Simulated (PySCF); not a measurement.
# Interval between two levels of Ti by level of theory

Ti [Ar] 3d2 4s2 [3F4, M_J = 4] → Ti [Ar] 3d1 4s2 5s1 [3D3, M_J = 3], as a difference of total energies. Calculation: PySCF 2.14, in x2c-SVPall-2c with one added diffuse shell each of s, d type (6s5p4d1f, 48 functions); the two-component X2C-1e Hamiltonian. Correlated levels: [Ne] frozen; the 6 highest virtual spinors dropped. "Screened" scales the spin-orbit matrix elements by Boettger's factors to mimic the two-electron term; Breit and QED terms are absent.

```json
{"method": "GHF (spin-free)", "interval between two levels (cm⁻¹)": "60457"}
{"method": "GMP2 (spin-free)", "interval between two levels (cm⁻¹)": "60534"}
{"method": "GHF (screened spin-orbit)", "interval between two levels (cm⁻¹)": "60425"}
{"method": "GMP2 (screened spin-orbit)", "interval between two levels (cm⁻¹)": "60502"}
```

The labels give the starting determinants; with spin-orbit coupling the two ends relaxed to ⟨J²⟩ = 20.02, ⟨L²⟩ = 12.01, ⟨S²⟩ = 2.01 and ⟨J²⟩ = 12.01, ⟨L²⟩ = 6.01, ⟨S²⟩ = 2.00.
